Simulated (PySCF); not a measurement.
H5PSi, SMILES [SiH3]P. Geometry: PBE-D3(BJ)/def2-TZVP.

**Question.** Give the equilibrium geometry at PBE-D3(BJ)/def2-TZVP (PySCF confirms it by a frequency run) as bond lengths and angles, and its point group. (The exact figures need the calculation; the answer reports its results.)

**Answer.** point group Cs.
Atoms: Si1 P2 H3 H4 H5 H6 H7. Bonds (Å): Si1–P2 2.269, Si1–H3 1.495, Si1–H4 1.495, Si1–H5 1.496, P2–H6 1.432, P2–H7 1.432. Angles (°): P2–Si1–H3 108.0, P2–Si1–H4 108.0, P2–Si1–H5 114.2, H3–Si1–H4 108.8, H3–Si1–H5 108.9, H4–Si1–H5 108.9, Si1–P2–H6 93.1, Si1–P2–H7 93.1, H6–P2–H7 92.7.
Charge 0, spin multiplicity 1.
